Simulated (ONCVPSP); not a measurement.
## Which change was made? (Al, ONCV)

Al (Z = 13), optimised norm-conserving Vanderbilt (ONCV), made with ONCVPSP 4.0.1 (PBEsol, non-relativistic). Core [Ne], reference 3s2 3p1. Waves: 3s: rc 1.85 bohr, ncon 4, nbas 8, qcut 2.8 1/bohr, local; 3p: rc 2.55 bohr, ncon 5, nbas 9, qcut 3.1 1/bohr, 2 projectors, debl 3.1 Ha; d scattering state at 0.09 Ha: rc 2.70 bohr, ncon 3, nbas 7, qcut 3.9 1/bohr, 2 projectors, debl 1.9 Ha. Local part: the s channel. Core correction: none.

Cutoffs, loose and tight: the cutoffs (Ha) at which the residual kinetic energy of the hardest occupied pseudo-wave falls to 1 and 0.1 mHa per electron. They do not see the model core or the augmentation charge, which bear on the density cutoff. Test errors are all-electron minus pseudo excitation energies from the reference, over the configurations 3s2 3p0; 3s1 3p0; 3s2 3p0.5; 3s0 3p3; variants that change the core or the reference have their own tests.

The base gives: outcome: generated; cutoff, loose: 10 Ha; cutoff, tight: 42 Ha; bound ghosts: none; GHOST(+) flags above zero: none; largest test error (meV): +18.

Question: After one change the result is: outcome: generated; cutoff, loose: 30 Ha; cutoff, tight: 48 Ha; bound ghosts: none; GHOST(+) flags above zero: none; largest test error (meV): +22. Which change was it?
A. s: qcut 3; p: qcut 3.3; d: qcut 4.1
B. s: qcut 1.8; p: qcut 2; d: qcut 2.5
C. s: qcut 2.6; p: qcut 2.8; d: qcut 3.6
D. s: qcut 2.3; p: qcut 2.5; d: qcut 3.1

Answer: B. The others give: s: qcut 3; p: qcut 3.3; d: qcut 4.1 → outcome: generated; cutoff, loose: 6.0 Ha; cutoff, tight: 38 Ha; bound ghosts: none; GHOST(+) flags above zero: none; largest test error (meV): +17 | s: qcut 2.3; p: qcut 2.5; d: qcut 3.1 → outcome: generated; cutoff, loose: 22 Ha; cutoff, tight: 46 Ha; bound ghosts: none; GHOST(+) flags above zero: none; largest test error (meV): +21 | s: qcut 2.6; p: qcut 2.8; d: qcut 3.6 → outcome: generated; cutoff, loose: 12 Ha; cutoff, tight: 45 Ha; bound ghosts: none; GHOST(+) flags above zero: none; largest test error (meV): +20.
